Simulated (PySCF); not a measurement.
## Ag⁺: excitation energy

Ag⁺ [Kr] 4d10 (1S) → Ag⁺ [Kr] 4d9 5s1 (3D), as a difference of total energies. Computed with PySCF 2.14 in aug-cc-pVTZ-PP with ECP28MDF, with scalar relativity through the core potential. Correlated levels: valence: 4s2 4p6 frozen. The calculations carry no spin-orbit coupling.

| method | excitation energy (eV) |
| --- | --- |
| UHF | 4.323 |
| MP2 (valence) | 5.284 |
| SCS-MP2 (valence) | 5.293 |
| CCSD (valence) | 5.017 |
| CCSD(T) (valence) | 5.068 |

Problem. How much does correlation contribute at CCSD(T) (valence)?

Solution. 5.068 − (4.323) = 0.745 eV, measured against UHF.

Errors of the correlated levels include the incompleteness of this basis and the frozen core.

For comparison: 5.035 eV (measured; NIST levels, between the centres of gravity of the two terms).
